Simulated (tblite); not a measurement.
Compound: C4H11BOSi.
SMILES with atom numbers: `[CH3:1][BH:2][C@H:3]1[CH2:4][CH2:5][SiH2:6][O:7]1` (hydrogens: H8, H9, H10 on C1; H11 on B2; H12 on C3; H13, H14 on C4; H15, H16 on C5; H17, H18 on Si6)

Computed with GFN2-xTB (tblite), gas phase: L-BFGS steps from a force-field or distance-geometry start until the largest atomic force falls under 0.01 eV/Å.

Step 15: E = -577.7307 eV
```
atom  x, y, z in Å  |  force x, y, z in eV/Å
C1      2.6384    0.7348   -0.3816   -0.006   0.029  -0.049
B2      1.5101   -0.2913   -0.0173    0.095   0.018   0.068
C3      0.2286   -0.5278   -0.9272    0.069  -0.042  -0.008
C4     -0.9226   -1.3322   -0.2841   -0.032  -0.027   0.025
C5     -1.9588   -0.3562    0.2772   -0.012   0.011   0.037
Si6    -1.6498    1.2145   -0.7501    0.043   0.082  -0.048
O7     -0.3092    0.6700   -1.4847   -0.006   0.004  -0.037
H8      2.7735    1.4703    0.4135   -0.058  -0.036  -0.031
H9      2.4785    1.2724   -1.3107   -0.086   0.065  -0.013
H10     3.6015    0.2266   -0.4608   -0.047  -0.029   0.034
H11     1.6631   -0.9788    0.9185   -0.001  -0.046   0.037
H12     0.6018   -1.0974   -1.7935    0.053  -0.099  -0.028
H13    -0.5276   -1.9955    0.4864   -0.017  -0.011  -0.033
H14    -1.4024   -1.9523   -1.0443    0.018   0.036  -0.044
H15    -2.9580   -0.7734    0.1806   -0.043   0.033   0.019
H16    -1.7979   -0.1729    1.3377    0.082  -0.014   0.045
H17    -1.3160    2.3866    0.0531   -0.033   0.059   0.110
H18    -2.6620    1.5089   -1.7538   -0.018  -0.033  -0.084
```

Step 16: E = -577.7338 eV
```
atom  x, y, z in Å  |  force x, y, z in eV/Å
C1      2.6372    0.7364   -0.3839   -0.013   0.010  -0.039
B2      1.5120   -0.2948   -0.0183    0.102   0.057   0.069
C3      0.2288   -0.5305   -0.9257    0.080  -0.017  -0.008
C4     -0.9245   -1.3325   -0.2842   -0.021   0.012  -0.014
C5     -1.9580   -0.3578    0.2792   -0.019   0.087   0.019
Si6    -1.6467    1.2134   -0.7509    0.000   0.125  -0.030
O7     -0.3049    0.6703   -1.4840   -0.008  -0.038  -0.008
H8      2.7684    1.4681    0.4167   -0.055  -0.045  -0.073
H9      2.4739    1.2759   -1.3130   -0.069   0.043   0.040
H10     3.6025    0.2300   -0.4631   -0.074  -0.004   0.026
H11     1.6661   -0.9753    0.9225   -0.004  -0.055   0.028
H12     0.5977   -1.1039   -1.7904    0.070  -0.091  -0.050
H13    -0.5330   -1.9974    0.4835    0.013  -0.063   0.006
H14    -1.4035   -1.9450   -1.0486   -0.012  -0.013  -0.067
H15    -2.9588   -0.7720    0.1859   -0.037   0.029   0.017
H16    -1.7913   -0.1760    1.3387    0.070   0.003   0.054
H17    -1.3194    2.3883    0.0568   -0.040   0.007   0.072
H18    -2.6552    1.5091   -1.7622    0.015  -0.047  -0.040
```

Step 17: E = -577.7373 eV
```
atom  x, y, z in Å  |  force x, y, z in eV/Å
C1      2.6353    0.7384   -0.3873   -0.025  -0.015  -0.016
B2      1.5157   -0.2977   -0.0181    0.057   0.064   0.051
C3      0.2307   -0.5339   -0.9242    0.067   0.001  -0.010
C4     -0.9269   -1.3324   -0.2845    0.000   0.046  -0.053
C5     -1.9573   -0.3578    0.2816   -0.009   0.142  -0.004
Si6    -1.6428    1.2144   -0.7526   -0.034   0.122  -0.001
O7     -0.3001    0.6698   -1.4838   -0.003  -0.079   0.026
H8      2.7615    1.4649    0.4191   -0.041  -0.028  -0.094
H9      2.4669    1.2807   -1.3151   -0.047   0.017   0.080
H10     3.6018    0.2335   -0.4651   -0.078   0.022   0.006
H11     1.6695   -0.9726    0.9272    0.000  -0.053   0.012
H12     0.5946   -1.1133   -1.7874    0.080  -0.057  -0.049
H13    -0.5389   -2.0003    0.4802    0.029  -0.100   0.028
H14    -1.4045   -1.9366   -1.0549   -0.038  -0.048  -0.070
H15    -2.9603   -0.7694    0.1921   -0.009   0.036   0.019
H16    -1.7820   -0.1799    1.3408    0.045   0.026   0.041
H17    -1.3244    2.3905    0.0629   -0.042  -0.041   0.027
H18    -2.6474    1.5081   -1.7724    0.050  -0.055   0.005
```

Task: Estimate the geometry and energy of step 18. (The exact step hangs on the optimiser's Hessian estimate; all steps are aligned on step 17, rigid shifts and turns removed.)

Result: E = -577.7406 eV, largest force 0.136 eV/Å
```
atom  x, y, z in Å  |  force x, y, z in eV/Å
C1      2.6327    0.7401   -0.3907   -0.038  -0.032   0.011
B2      1.5200   -0.2996   -0.0168   -0.021   0.035   0.029
C3      0.2339   -0.5373   -0.9230    0.028  -0.002  -0.010
C4     -0.9291   -1.3318   -0.2855    0.016   0.047  -0.065
C5     -1.9567   -0.3551    0.2839    0.019   0.133  -0.018
Si6    -1.6391    1.2174   -0.7544   -0.037   0.069   0.025
O7     -0.2959    0.6681   -1.4834    0.001  -0.089   0.046
H8      2.7540    1.4615    0.4197   -0.021   0.011  -0.081
H9      2.4590    1.2856   -1.3158   -0.030  -0.002   0.087
H10     3.5994    0.2368   -0.4668   -0.054   0.036  -0.019
H11     1.6727   -0.9711    0.9318    0.006  -0.042  -0.005
H12     0.5933   -1.1237   -1.7849    0.082  -0.006  -0.027
H13    -0.5440   -2.0044    0.4773    0.018  -0.097   0.012
H14    -1.4058   -1.9292   -1.0622   -0.048  -0.052  -0.043
H15    -2.9617   -0.7656    0.1984    0.030   0.053   0.022
H16    -1.7720   -0.1833    1.3433    0.017   0.051   0.012
H17    -1.3302    2.3920    0.0698   -0.036  -0.061  -0.006
H18    -2.6393    1.5060   -1.7820    0.068  -0.052   0.032
```

The energy changes by -0.0032 eV. The first-order estimate −F·Δx gives -0.0046 eV and the mean of the old and new forces, exact on a quadratic surface, -0.0033 eV. The step makes an angle of 68° with the force vector and moves no atom by more than 0.013 Å.

What follows is the cost of the whole relaxation. Time: 1.3 s of wall time. Hardware: Arm Neoverse N1, one thread, on a shared host.
